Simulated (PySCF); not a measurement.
Bonds broken one at a time in the series Si Br-NH2. All species are isolated molecules in the gas phase. One relaxed conformer stands for each flexible species; it need not be the lowest. Strings in code marks are SMILES.

The four lowest singlet excitations (Tamm–Dancoff). Calculation: B3LYP-D3(BJ)/def2-TZVP run with PySCF. B3LYP has the VWN-RPA correlation part, as in Gaussian. Excitations are Tamm–Dancoff values on a coarser integration grid. The basis has no diffuse functions, so Rydberg states are missing or too high.

```json
[
 {"state": "S1", "energy (eV)": "6.32", "wavelength (nm)": "196", "oscillator strength": "0.003"},
 {"state": "S2", "energy (eV)": "6.57", "wavelength (nm)": "189", "oscillator strength": "0.020"},
 {"state": "S3", "energy (eV)": "6.85", "wavelength (nm)": "181", "oscillator strength": "0.089"},
 {"state": "S4", "energy (eV)": "7.12", "wavelength (nm)": "174", "oscillator strength": "0.020"}
]
```

Q: Which member gives these states?
(A) `Br[Si](Br)(Br)Br`
(B) `N[Si](N)(N)Br`
(C) `N[Si](Br)(Br)Br`
(D) `N[Si](N)(Br)Br`

A: D, `N[Si](N)(Br)Br`
